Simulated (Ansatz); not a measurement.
Computed with Ansatz on PBE0-D4/def2-TZVP structures; ΔE is electronic, products minus reactants. CCSD(T)/CBS is the MP2 limit (def2-TZVPP, def2-QZVPP) plus CCSD(T) − MP2 in def2-TZVPP, frozen cores. Functionals use def2-TZVPP. B3LYP here is the variant with VWN-RPA as its local correlation; programs differ in this. One conformer a species, not always the lowest.

`OC[SiH](S)Cl` → `O[SiH](S)CCl`  (isomerisation)

```json
{"level": "PBE-D4", "ΔE (kJ/mol)": "-30.9", "difference from CCSD(T)/CBS": "9.4"}
{"level": "r2SCAN-D4", "ΔE (kJ/mol)": "-36.7", "difference from CCSD(T)/CBS": "3.6"}
{"level": "PBE0-D4", "ΔE (kJ/mol)": "-31.7", "difference from CCSD(T)/CBS": "8.6"}
{"level": "B3LYP-D4", "ΔE (kJ/mol)": "-36.7", "difference from CCSD(T)/CBS": "3.6"}
{"level": "ωB97X-V", "ΔE (kJ/mol)": "-34.5", "difference from CCSD(T)/CBS": "5.8"}
{"level": "ωB97M-V", "ΔE (kJ/mol)": "-36.3", "difference from CCSD(T)/CBS": "4.0"}
{"level": "B2PLYP", "ΔE (kJ/mol)": "-38.9", "difference from CCSD(T)/CBS": "1.4"}
{"level": "PBE", "ΔE (kJ/mol)": "-30.6", "difference from CCSD(T)/CBS": "9.7"}
{"level": "r2SCAN", "ΔE (kJ/mol)": "-36.7", "difference from CCSD(T)/CBS": "3.6"}
{"level": "PBE0", "ΔE (kJ/mol)": "-31.5", "difference from CCSD(T)/CBS": "8.8"}
{"level": "B3LYP", "ΔE (kJ/mol)": "-36.1", "difference from CCSD(T)/CBS": "4.2"}
{"level": "HF/def2-TZVPP", "ΔE (kJ/mol)": "-38.3", "difference from CCSD(T)/CBS": "2.0"}
{"level": "MP2/def2-TZVPP", "ΔE (kJ/mol)": "-41.4", "difference from CCSD(T)/CBS": "-1.1"}
{"level": "SCS-MP2/def2-TZVPP", "ΔE (kJ/mol)": "-41.5", "difference from CCSD(T)/CBS": "-1.2"}
{"level": "CCSD/def2-TZVPP", "ΔE (kJ/mol)": "-39.2", "difference from CCSD(T)/CBS": "1.1"}
{"level": "CCSD(T)/def2-TZVPP", "ΔE (kJ/mol)": "-39.5", "difference from CCSD(T)/CBS": "0.8"}
{"level": "HF/def2-QZVPP", "ΔE (kJ/mol)": "-39.1", "difference from CCSD(T)/CBS": "1.2"}
{"level": "MP2/def2-QZVPP", "ΔE (kJ/mol)": "-42.2", "difference from CCSD(T)/CBS": "-1.9"}
{"level": "SCS-MP2/def2-QZVPP", "ΔE (kJ/mol)": "-42.1", "difference from CCSD(T)/CBS": "-1.8"}
{"level": "HF/CBS(def2)", "ΔE (kJ/mol)": "-39.2", "difference from CCSD(T)/CBS": "1.1"}
{"level": "MP2/CBS(def2)", "ΔE (kJ/mol)": "-42.2", "difference from CCSD(T)/CBS": "-1.9"}
{"level": "CCSD/CBS(def2)", "ΔE (kJ/mol)": "-40.0", "difference from CCSD(T)/CBS": "0.3"}
{"level": "CCSD(T)/CBS", "ΔE (kJ/mol)": "-40.3", "difference from CCSD(T)/CBS": "0"}
```

Largest T1 diagnostic among the species: 0.011.
